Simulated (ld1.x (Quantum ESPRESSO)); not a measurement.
# Building the RRKJ potential for O (Z = 8) (LDA (PZ), non-relativistic).

ld1.x (Quantum ESPRESSO) 7.5 input, shortened:

```
&input
   title='O', zed=8., rel=0, dft='PZ', iswitch=3,
   config='[He] 2s1.75 2p4.25 3d-2'
 /
 &inputp
   pseudotype=2, tm=.false., lloc=0,
   nlcc=.true., new_core_ps=.true.
 /
3
2P  2  1   4.25   0.00  1.55  1.55  0.0
3D  3  2  -2.00   0.40  1.25  1.25  0.0
2S  1  0   1.75   0.00  0.70  0.70  0.0
 &test
   configts(1)='2s1.75 2p4.25'
 /
```

Results:

| Quantity | Value |
| --- | --- |
| Cutoffs needed | 80 Ry and 200 Ry (the cutoffs (Ry, on a coarse ladder) from which the occupation-weighted sum of valence levels, in a spherical-Bessel basis at the reference potential, stays within 10 and 1 mRy of its value at 400 Ry) |
| Ghost test | no extra level below or beside the all-electron valence levels (p, d, s, f tested) (spherical-Bessel basis up to 400 Ry, 20 bohr box) |
| Largest excitation error | +3526 meV (all-electron minus pseudo) for 2s2 2p0, out of 7 test configurations |

Generation and tests took about 0.86 s on one core of a shared server CPU.
